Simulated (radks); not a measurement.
All-electron atom: Sc0.8+ in [Ne] 3s(up 1, down 0.2) 3p6 3d1 4s2 (fractional occupations, a model configuration).

All-electron calculation, scalar-relativistic Kohn-Sham, PBE, spin-polarised, spherical densities, finite nucleus; open shells are filled with parallel spins first; Fermi nuclear charge, rms radius 3.5459 fm. Program: a radial shooting solver on a logarithmic mesh with Libxc functionals.

Energy parts (hartree):
part                       energy
total                  -762.30872
kinetic                 768.11634
electron-nucleus      -1802.98322
Hartree                 311.00770
exchange-correlation    -38.44954

Orbitals (lengths in bohr, moments of r in powers of bohr; <r^-3> diverges for s and p1/2; r(max) is where P^2 peaks; r(90%) holds 90 % of the orbital's charge):
[
 {"orbital": "1s up", "occ.": "1", "eigenvalue (hartree)": "-162.1254", "<1/r>": "20.77", "r(max)": "0.04780", "r(90%)": "0.130", "<r^-3>": "-"},
 {"orbital": "1s down", "occ.": "1", "eigenvalue (hartree)": "-162.1134", "<1/r>": "20.77", "r(max)": "0.04780", "r(90%)": "0.130", "<r^-3>": "-"},
 {"orbital": "2s up", "occ.": "1", "eigenvalue (hartree)": "-17.93295", "<1/r>": "4.298", "r(max)": "0.2835", "r(90%)": "0.534", "<r^-3>": "-"},
 {"orbital": "2s down", "occ.": "1", "eigenvalue (hartree)": "-17.91058", "<1/r>": "4.299", "r(max)": "0.2835", "r(90%)": "0.534", "<r^-3>": "-"},
 {"orbital": "2p up", "occ.": "3", "eigenvalue (hartree)": "-14.77191", "<1/r>": "4.201", "r(max)": "0.2322", "r(90%)": "0.507", "<r^-3>": "223.7"},
 {"orbital": "2p down", "occ.": "3", "eigenvalue (hartree)": "-14.75152", "<1/r>": "4.203", "r(max)": "0.2322", "r(90%)": "0.506", "<r^-3>": "223.9"},
 {"orbital": "3s up", "occ.": "1", "eigenvalue (hartree)": "-2.47307", "<1/r>": "1.327", "r(max)": "0.9198", "r(90%)": "1.58", "<r^-3>": "-"},
 {"orbital": "3s down", "occ.": "0.2", "eigenvalue (hartree)": "-2.38913", "<1/r>": "1.321", "r(max)": "0.9211", "r(90%)": "1.59", "<r^-3>": "-"},
 {"orbital": "3p up", "occ.": "3", "eigenvalue (hartree)": "-1.67251", "<1/r>": "1.205", "r(max)": "0.9559", "r(90%)": "1.74", "<r^-3>": "26.18"},
 {"orbital": "3p down", "occ.": "3", "eigenvalue (hartree)": "-1.59345", "<1/r>": "1.197", "r(max)": "0.9584", "r(90%)": "1.76", "<r^-3>": "25.84"},
 {"orbital": "3d up", "occ.": "1", "eigenvalue (hartree)": "-0.49914", "<1/r>": "0.8983", "r(max)": "1.019", "r(90%)": "2.46", "<r^-3>": "1.885"},
 {"orbital": "3d down", "occ.": "0", "eigenvalue (hartree)": "-0.43674", "<1/r>": "0.8703", "r(max)": "1.033", "r(90%)": "2.62", "<r^-3>": "1.782"},
 {"orbital": "4s up", "occ.": "1", "eigenvalue (hartree)": "-0.37009", "<1/r>": "0.4123", "r(max)": "2.771", "r(90%)": "4.67", "<r^-3>": "-"},
 {"orbital": "4s down", "occ.": "1", "eigenvalue (hartree)": "-0.35732", "<1/r>": "0.4021", "r(max)": "2.833", "r(90%)": "4.76", "<r^-3>": "-"}
]

The highest occupied level is 4s down at -9.723 eV. The configuration is held as typed, so some empty levels lie below it. The density falls to 0.001 e/bohr^3 at r = 4.60 bohr. Summed over all electrons, <r^2> = 37.72 bohr^2, which gives a Langevin (diamagnetic) susceptibility term of -29.9 x 10^-6 cm^3/mol. The spin density at the nucleus is 31.94 e/bohr^3 (1s 0.28, 2s -0.17, 3s 31.56, 4s 0.26).
